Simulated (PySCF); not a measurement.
Species: C5H7ClO2 (charge +1 and doublet state).
Numbering: `[CH2+:1][C:2]([Cl:3])[C@@H:4]1[CH2:5][O:6][CH2:7][O:8]1` (hydrogens: H9, H10 on C1; H11 on C4; H12, H13 on C5; H14, H15 on C7)

Cartesian coordinates in Å at the GFN2-xTB level; atoms count from 1:
```xyz
15
C5H7ClO2 angstrom
C      1.8656    0.0523   -0.9390
C      1.3938   -0.6299    0.1163
Cl     2.1671   -2.0514    0.6672
C      0.1601   -0.2271    0.8990
C     -1.1357   -0.8973    0.3591
O     -1.7691    0.1268   -0.3604
C     -1.2532    1.3403    0.0209
O     -0.0972    1.1518    0.7549
H      2.7245   -0.2918   -1.4914
H      1.4045    0.9678   -1.2700
H      0.3240   -0.4395    1.9614
H     -1.7865   -1.2349    1.1760
H     -0.9543   -1.7352   -0.3199
H     -1.0609    1.9578   -0.8792
H     -1.9873    1.9183    0.6284
```

The hyperfine couplings belong to this conformer and change with its torsions.

Method: PySCF 2.14.0, UKS B3LYP, pcH-1 on C Cl H O, non-relativistic, mean-field spin-orbit, GIAO. Geometry: GFN2-xTB, one conformer, isolated ion. A GFN2-xTB geometry isn't a minimum of the functional, and hyperfine couplings can be far from their values at a DFT geometry, by a factor of two or more for some ions and for spin on atoms past the first row. Stability of the SCF solution: not tested.

Task: The isotropic 17O couplings are -16.0, -11.5 MHz. Assign them to O6; O8.

Result: 
| site | a_iso (MHz) | ρ(0) (bohr⁻³) | position | distance from C1 (Å) | spin population | largest \|T\| (MHz) |
| --- | --- | --- | --- | --- | --- | --- |
| O6 | -16.0 | +0.0262 | 4 bonds from C1 | 3.68 | +0.17 | 58.9 |
| O8 | -11.5 | +0.0188 | 3 bonds from C1 | 2.82 | +0.13 | 48.0 |

ρ(0) is the spin density at the nucleus and T the dipolar tensor; a_iso includes a spin–orbit part. The Mulliken spin populations are largest on C1 (+0.36), O6 (+0.17), O8 (+0.13) and Cl3 (+0.12).

H9 and H10 aren't averaged: C1 is flat or nearly so (angle sum 360°), and its turn about the short C1–C2 bond (1.34 Å) is taken as slow.

The SMILES `[CH2+][C](Cl)[C@@H]1COCO1` draws the unpaired electron on C2, whose computed spin population is only +0.06.
